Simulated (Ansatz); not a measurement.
BH5OSSi, SMILES `OBS[SiH3]` at its PBE0-D4/def2-TZVP geometry, where that method's forces vanish. Charge 0, multiplicity 1.

```xyz
9

O    -0.6932    1.6832   -0.6744
B     0.5945    1.5714   -0.3020
S     1.4206    0.0995    0.3953
Si   -0.0749   -1.4260    0.3789
H    -1.2265    0.8939   -0.5258
H     1.3011    2.5257   -0.4205
H     0.1263   -2.3589   -0.7559
H    -1.4330   -0.8207    0.2451
H    -0.0149   -2.1680    1.6595
```

**Question.** What forces (eV/Å) does PBE-D4/def2-TZVPP give on these atoms in Ansatz 0.2.0? (Best estimate.)

**Answer.** Ansatz gave: 
```
O1  -0.212  0.492 -0.225
B2   0.296 -0.057  0.091
S3   0.268  0.020  0.075
Si4 -0.003 -0.016 -0.008
H5  -0.280 -0.429  0.081
H6   0.086  0.115 -0.013
H7   0.012 -0.108 -0.121
H8  -0.163  0.067 -0.020
H9  -0.004 -0.083  0.139
```
